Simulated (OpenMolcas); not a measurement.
# Multiplet structure of Cu²⁺

```
Program             : OpenMolcas 26.06
Method              : CASSCF
Basis               : ANO-RCC-VTZP [6s5p3d2f1g]
Scalar Hamiltonian  : DKH2, point nucleus
Active space        : 9 electrons in 5 orbitals (3d)
State averaging     : 2S+1 = 2 even, 5 roots
Spin-orbit coupling : state interaction with AMFI integrals over the reference wave functions, term energies averaged over their components
```

Spin-free terms above the lowest, with the occupations of the reference:

```tsv
Configuration	Term	E (cm-1)	Occupations
3d9	2D	0.0	3d 9.00
```

With spin-orbit coupling, above the lowest level:

```tsv
Configuration	Term	J	E (cm-1)	Measured (cm-1)	Term weight %
3d9	2D	5/2	0.0	0.0	100
3d9	2D	3/2	2044	2072	100
```

Against the measured value (Sugar and Musgrove, J. Phys. Chem. Ref. Data 19, 527 (1990)): 3d9 2D 3/2: computed 2044, measured 2072 cm-1 (-1.3 %).

Spin-orbit coupling puts the lowest level 818 cm-1 below the lowest spin-free term.

Without dynamic correlation excited terms often stand tens of per cent too high (terms of higher spin than the ground term too low), and those without a measured partner can miss by more than the paired ones. Measured partners are found by configuration, term and J. A level has none where our copy of the source lacks it or the pairing is in doubt (some pairs that miss far off the trend of their configuration count as doubtful), and it then counts in no deviation. Only configurations of the active space appear.

The RASSCF and RASSI steps took 1.7 s on 1 thread of Arm Neoverse V1, on a shared host; the integral step is not counted.

The term weight is that of the spin-free term in the level, not the purity of its configuration.
